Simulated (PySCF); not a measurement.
## Electron affinity of Se by level of theory

Se- [Ar] 3d10 4s2 4p5 (2P) → Se [Ar] 3d10 4s2 4p4 (3P), as a difference of total energies. Calculation: PySCF 2.14, in aug-cc-pVQZ-DK (8s7p5d3f2g, 93 functions); scalar relativity by spin-free X2C-1e. Correlated levels: valence: [Ar] 3d10 frozen. The calculations carry no spin-orbit coupling.

| method | electron affinity (eV) |
| --- | --- |
| UHF | 0.927 |
| MP2 (valence) | 1.935 |
| SCS-MP2 (valence) | 1.946 |
| CCSD (valence) | 1.909 |
| CCSD(T) (valence) | 1.989 |

Problem. How much does correlation contribute at CCSD(T) (valence)?

Solution. 1.989 − (0.927) = 1.062 eV, measured against UHF.

A first-order spin-orbit estimate (lowest level to lowest level, LS coupling) adds -0.015 eV.

Errors of the correlated levels include the incompleteness of this basis and the frozen core.

For comparison: 2.021 eV (measured; photodetachment measurements, as compiled on the Wikipedia data page of electron affinities).
